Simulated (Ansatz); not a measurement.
CH$_{3}$BClGa, relaxed with RKS PBE-D4/def2-SVP in Ansatz 0.2.0 from a rough embedded geometry. The force threshold is 0.03 eV/Å; the program also tests the step.

Charge 0, multiplicity 1. The bonds changed during the relaxation, so this is another structure than the one it started from.

Start:

```xyz
7

Cl   -1.786   -0.271   -1.218
C    -0.203   -0.454   -0.482
B    -0.093    0.545    0.711
Ga    1.372   -0.642    0.380
H    -0.103   -1.513   -0.119
H    -0.542    1.409    1.413
H     1.355    0.926   -0.684
```

| step | energy (eV) | largest force (eV/Å) | largest move (Å) |
| --- | --- | --- | --- |
| 1 | -66628.6558 | 5.555 | 0.000 |
| 2 | -66630.6703 | 2.658 | 0.197 |
| 3 | -66632.1510 | 2.150 | 0.197 |
| 4 | -66632.8629 | 1.411 | 0.195 |
| 5 | -66633.2592 | 0.894 | 0.195 |
| 6 | -66633.5116 | 0.610 | 0.197 |
| 7 | -66633.7338 | 0.612 | 0.195 |
| 8 | -66633.9614 | 0.531 | 0.196 |
| 9 | -66634.1690 | 0.748 | 0.195 |
| 10 | -66634.2987 | 0.562 | 0.200 |
| 11 | -66634.4055 | 0.774 | 0.195 |
| 12 | -66634.4925 | 0.411 | 0.192 |
| 13 | -66634.5362 | 0.384 | 0.186 |
| 14 | -66634.5513 | 0.272 | 0.194 |
| 15 | -66634.5790 | 0.281 | 0.167 |
| 16 | -66634.6430 | 0.415 | 0.197 |
| 17 | -66634.7473 | 0.336 | 0.195 |
| 18 | -66634.8528 | 0.291 | 0.191 |
| 19 | -66634.8695 | 1.356 | 0.193 |
| 20 | -66634.8974 | 0.582 | 0.074 |
| 21 | -66634.9171 | 0.374 | 0.058 |
| 22 | -66634.9212 | 0.160 | 0.038 |
| 23 | -66634.9228 | 0.083 | 0.028 |
| 24 | -66634.9233 | 0.013 | 0.007 |

End:

```xyz
7

Cl   -1.374   -0.656   -1.417
C    -0.486   -0.621    0.156
B     0.189    0.598    0.624
Ga    1.162    0.088   -1.533
H    -0.487   -1.634    0.587
H     0.155    1.625   -0.068
H     0.842    0.600    1.651
```

Hardware: 2 threads of an Arm Neoverse V2 on a shared host. Wall time 40 s, peak host memory 0.14 GiB.
